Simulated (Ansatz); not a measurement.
The cluster Ga₄As₅⁻. The state is a quintet with charge -1. Geometry PBE-D4/def2-SVP; atoms count from 1.

```csv
atom,x (Å),y (Å),z (Å)
Ga1,-1.836,-1.600,-0.702
Ga2,1.655,1.620,1.314
Ga3,0.283,-0.768,0.945
Ga4,-0.720,1.389,-0.339
As5,2.598,-0.487,1.745
As6,0.506,-0.248,-1.901
As7,-1.505,-1.068,-2.992
As8,-1.507,-2.305,1.499
As9,0.526,3.467,0.430
```

At PBE-D4/def2-SVP a singlet of charge -1 lies 1.62 eV below the quintet, each at its own geometry. The structure comes from a short search, and lower isomers may exist.

**Question.** Estimate the Mulliken populations from the PBE/def2-SVP orbitals of Ansatz.

**Answer.** 
```csv
atom,charge (e),spin (α − β)
Ga1,-0.05,0.01
Ga2,-0.12,0.06
Ga3,-0.02,0.17
Ga4,-0.04,0.74
As5,-0.15,0.64
As6,-0.19,0.57
As7,-0.12,0.68
As8,-0.17,0.35
As9,-0.15,0.78
```
Mulliken values and Mayer orders depend strongly on the basis.

**Question.** Where does the spin sit?

**Answer.** Summed by element: Ga 0.98, As 3.02, of 4 unpaired in all. Largest on single atoms: As9 0.78, Ga4 0.74, As7 0.68.

**Question.** And the Mayer bond orders between bonded heavy atoms (over 0.3)?

**Answer.** Ga1–As7 0.99 (2.37 Å); Ga1–As8 1.22 (2.34 Å); Ga2–Ga3 0.30 (2.78 Å); Ga2–Ga4 0.30 (2.90 Å); Ga2–As5 1.20 (2.35 Å); Ga2–As9 1.22 (2.34 Å); Ga3–Ga4 0.43 (2.70 Å); Ga3–As5 0.88 (2.47 Å); Ga3–As6 0.41 (2.90 Å); Ga3–As8 0.99 (2.42 Å); Ga4–As6 0.69 (2.57 Å); Ga4–As9 0.80 (2.54 Å); As6–As7 1.11 (2.43 Å). Values over 0.3 also appear between atoms too far apart for a bond (Ga1–As6 0.34 at 2.96 Å; As5–As9 0.34 at 4.65 Å); they arise where an orbital or an unpaired electron spreads over both atoms.
